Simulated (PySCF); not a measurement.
Geometry:
```
atom   x (Å)   y (Å)   z (Å)
  C1  -3.509   0.178   0.289
  C2  -2.192   0.307  -0.466
  C3  -1.022  -0.263   0.332
  C4   0.308  -0.088  -0.394
  C5   1.473  -0.689   0.387
  C6   2.818  -0.373  -0.266
  N7   3.048   1.063  -0.274
  H8  -3.462   0.711   1.236
  H9  -4.330   0.588  -0.295
 H10  -3.727  -0.868   0.498
 H11  -2.267  -0.218  -1.420
 H12  -1.998   1.360  -0.683
 H13  -0.973   0.238   1.302
 H14  -1.198  -1.326   0.519
 H15   0.252  -0.562  -1.376
 H16   0.508   0.973  -0.549
 H17   1.473  -0.290   1.405
 H18   1.357  -1.773   0.454
 H19   3.612  -0.933   0.258
 H20   2.804  -0.707  -1.308
 H21   3.079   1.416   0.677
 H22   3.937   1.278  -0.714
```

Geometry: GFN2-xTB; GIAO absolute shieldings from PySCF 2.14.0 with density-fitted response routines, gas phase, non-relativistic, averaged over equivalent atoms.

At PBE0/ANO-RCC-VDZP (173 basis functions, 38 s wall time on 1 thread of an AMD EPYC 9R14, shared host):
| atoms | σ (ppm) |
| --- | --- |
| C6 | 144.8 |
| C3 | 151.8 |
| C5 | 152.8 |
| C4 | 158.7 |
| C2 | 161.8 |
| C1 | 174.0 |
| N7 | 231.6 |
| H19/H20 | 28.84 |
| H15/H16 | 30.06 |
| H11/H12 | 30.41 |
| H17/H18 | 30.47 |
| H13/H14 | 30.57 |
| H8/H9/H10 | 30.83 |
| H21/H22 | 31.49 |

Question: Estimate the result of repeating the calculation with PBE0/pcSseg-1.

Answer: 
| atoms | σ at PBE0/pcSseg-1 | change |
| --- | --- | --- |
| C6 | 139.7 | -5.1 |
| C3 | 148.3 | -3.5 |
| C5 | 149.1 | -3.7 |
| C4 | 154.8 | -3.9 |
| C2 | 158.1 | -3.7 |
| C1 | 169.4 | -4.6 |
| N7 | 228.8 | -2.8 |
| H19/H20 | 28.69 | -0.15 |
| H15/H16 | 29.99 | -0.07 |
| H11/H12 | 30.36 | -0.05 |
| H17/H18 | 30.38 | -0.09 |
| H13/H14 | 30.57 | +0.00 |
| H8/H9/H10 | 30.67 | -0.16 |
| H21/H22 | 31.40 | -0.09 |

The largest change is at C6 (sp3 CH2 bonded to N). Cost: 194 basis functions, 28 s wall time on 1 thread of an Arm Neoverse V1, shared host. The order of the carbon signals is the same at both levels.
